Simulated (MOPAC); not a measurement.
MOPAC input (PM6):

```
PM6 1SCF UHF MS=0.5 GEO-OK AUX(PRECISION=9) THREADS=1
C4H11Si

C    -0.69264900 1   -1.45840400 1    0.52090700 1
C     0.17884600 1   -0.25153700 1    0.14776800 1
C     0.69344200 1    0.42770200 1    1.42888000 1
C     1.36999900 1   -0.71126300 1   -0.70374500 1
Si   -0.86032500 1    1.02308400 1   -0.82485500 1
H    -1.06401800 1   -1.97694600 1   -0.36530200 1
H    -1.55436400 1   -1.16381600 1    1.12389700 1
H    -0.10919200 1   -2.17636400 1    1.10668600 1
H     1.29485900 1   -0.28233000 1    2.00865100 1
H     1.32490000 1    1.28993700 1    1.20568000 1
H    -0.12591500 1    0.76441600 1    2.06706900 1
H     2.00859600 1    0.12677500 1   -0.99153100 1
H     1.98634500 1   -1.41730900 1   -0.13749300 1
H     1.04315500 1   -1.21367700 1   -1.61638900 1
H    -0.03214300 1    2.20459600 1   -1.19983500 1
H    -2.02550000 1    1.48255400 1   -0.01632400 1
```

From the output:

```
                                                       MOPAC v23.2.5 Linux

          FINAL HEAT OF FORMATION =         18.09525 KCAL/MOL =      75.71053 KJ/MOL

          COSMO AREA              =        144.20 SQUARE ANGSTROMS
          COSMO VOLUME            =        145.63 CUBIC ANGSTROMS

          IONIZATION POTENTIAL    =          7.101193 EV
          ALPHA SOMO LUMO (EV)    =         -7.101  0.334
          BETA  SOMO LUMO (EV)    =         -9.682 -1.266
          NO. OF ALPHA ELECTRONS  =         16
          NO. OF BETA  ELECTRONS  =         15
          MOLECULAR WEIGHT        =         87.2164         POINT GROUP:  Cs

          MOLECULAR DIMENSIONS (Angstroms)

            Atom       Atom       Distance
            H    16    H    13     4.95164
            H     6    H    10     4.34133
            H    15    H     8     3.50788

          SCF CALCULATIONS        =          1

   ATOM   CHEMICAL          X               Y               Z
  NUMBER   SYMBOL      (ANGSTROMS)     (ANGSTROMS)     (ANGSTROMS)

     1       C         -0.69264900  *  -1.45840400  *   0.52090700  *
     2       C          0.17884600  *  -0.25153700  *   0.14776800  *
     3       C          0.69344200  *   0.42770200  *   1.42888000  *
     4       C          1.36999900  *  -0.71126300  *  -0.70374500  *
     5      Si         -0.86032500  *   1.02308400  *  -0.82485500  *
     6       H         -1.06401800  *  -1.97694600  *  -0.36530200  *
     7       H         -1.55436400  *  -1.16381600  *   1.12389700  *
     8       H         -0.10919200  *  -2.17636400  *   1.10668600  *
     9       H          1.29485900  *  -0.28233000  *   2.00865100  *
    10       H          1.32490000  *   1.28993700  *   1.20568000  *
    11       H         -0.12591500  *   0.76441600  *   2.06706900  *
    12       H          2.00859600  *   0.12677500  *  -0.99153100  *
    13       H          1.98634500  *  -1.41730900  *  -0.13749300  *
    14       H          1.04315500  *  -1.21367700  *  -1.61638900  *
    15       H         -0.03214300  *   2.20459600  *  -1.19983500  *
    16       H         -2.02550000  *   1.48255400  *  -0.01632400  *

                             CARTESIAN COORDINATES

   1    C       -0.692649000    -1.458404000     0.520907000
   2    C        0.178846000    -0.251537000     0.147768000
   3    C        0.693442000     0.427702000     1.428880000
   4    C        1.369999000    -0.711263000    -0.703745000
   5   Si       -0.860325000     1.023084000    -0.824855000
   6    H       -1.064018000    -1.976946000    -0.365302000
   7    H       -1.554364000    -1.163816000     1.123897000
   8    H       -0.109192000    -2.176364000     1.106686000
   9    H        1.294859000    -0.282330000     2.008651000
  10    H        1.324900000     1.289937000     1.205680000
  11    H       -0.125915000     0.764416000     2.067069000
  12    H        2.008596000     0.126775000    -0.991531000
  13    H        1.986345000    -1.417309000    -0.137493000
  14    H        1.043155000    -1.213677000    -1.616389000
  15    H       -0.032143000     2.204596000    -1.199835000
  16    H       -2.025500000     1.482554000    -0.016324000

           Empirical Formula: C4 H11 Si  =    16 atoms

      MOLECULAR POINT GROUP   :   Cs

          ALPHA EIGENVALUES
 -28.98907 -24.27945 -24.26376 -19.58351 -17.36820 -14.93076 -14.89833 -14.73829
 -13.31435 -13.30098 -12.72287 -11.76876 -11.75647 -11.48324  -9.89377  -7.10119
   0.33385   1.07908   1.45488   2.11636   2.13827   3.24275   4.22349   4.28625
   4.36892   4.68762   5.09809   5.93109   5.94918   5.99094   6.02338   6.03859
   6.07163   6.81190   6.99496   7.03500

           BETA EIGENVALUES
 -28.95525 -24.25981 -24.25405 -19.31913 -17.08956 -14.88320 -14.87604 -14.60795
 -13.30642 -13.26023 -12.71919 -11.76185 -11.74426 -11.27724  -9.68182  -1.26570
   0.65565   1.42583   1.53657   2.28144   2.29311   3.56806   4.27279   4.30799
   4.46523   4.83221   5.15260   5.93917   5.95256   5.99215   6.02361   6.04023
   6.07220   6.81596   6.99981   7.03533

              NET ATOMIC CHARGES AND DIPOLE CONTRIBUTIONS

  ATOM NO.   TYPE          CHARGE      No. of ELECS.   s-Pop       p-Pop       d-Pop
    1          C          -0.471824        4.4718     1.08203     3.38980
    2          C          -0.050960        4.0510     1.08290     2.96806
    3          C          -0.477907        4.4779     1.08287     3.39503
    4          C          -0.471824        4.4718     1.08203     3.38980
    5         Si           0.064661        3.9353     1.38628     2.16426     0.38480
    6          H           0.151499        0.8485     0.84850
    7          H           0.149493        0.8505     0.85051
    8          H           0.151845        0.8482     0.84815
    9          H           0.155431        0.8446     0.84457
   10          H           0.150712        0.8493     0.84929
   11          H           0.150712        0.8493     0.84929
   12          H           0.149493        0.8505     0.85051
   13          H           0.151845        0.8482     0.84815
   14          H           0.151499        0.8485     0.84850
   15          H           0.022663        0.9773     0.97734
   16          H           0.022663        0.9773     0.97734
 DIPOLE           X         Y         Z       TOTAL
 POINT-CHG.    -0.147     0.305    -0.062     0.344
 HYBRID         0.647    -0.666     0.683     1.152
 SUM            0.499    -0.361     0.621     0.875

          ATOMIC ORBITAL ELECTRON POPULATIONS

     Atom    s        px        py        pz      x^2-y^2     xz        z^2       yz        xy
    1  C   1.08203   1.13069   1.09542   1.16368
    2  C   1.08290   0.98430   1.01021   0.97354
    3  C   1.08287   1.15737   1.14923   1.08843
    4  C   1.08203   1.09674   1.15968   1.13337
    5 Si   1.38628   0.72351   0.70940   0.73135   0.04994   0.09999   0.03874   0.06346   0.13267
    6  H   0.84850
    7  H   0.85051
    8  H   0.84815
    9  H   0.84457
   10  H   0.84929
   11  H   0.84929
   12  H   0.85051
   13  H   0.84815
   14  H   0.84850
   15  H   0.97734
   16  H   0.97734

                    (SZ)    =    0.500000
                    (S**2)  =    0.750731

          ATOMIC ORBITAL SPIN POPULATIONS

    Atom   Total    s     px     py     pz   x^2-y^2  xz     z^2    yz     xy
         Atomic
    1  C -0.0007 -0.000 -0.000 -0.000  0.000
    2  C  0.0358  0.005  0.011  0.008  0.013
    3  C  0.0139  0.005  0.003 -0.000  0.006
    4  C -0.0007 -0.000 -0.001  0.000  0.000
    5 Si  0.9023  0.151  0.074  0.144  0.473 -0.001  0.021  0.024  0.011  0.005
    6  H -0.0002 -0.000
    7  H  0.0000  0.000
    8  H -0.0001 -0.000
    9  H  0.0022  0.002
   10  H  0.0004  0.000
   11  H  0.0004  0.000
   12  H  0.0000  0.000
   13  H -0.0001 -0.000
   14  H -0.0002 -0.000
   15  H  0.0234  0.023
   16  H  0.0234  0.023

 **********************
 *                    *
```

The geometry given is a B3LYP-D3(BJ)/def2-TZVP minimum.
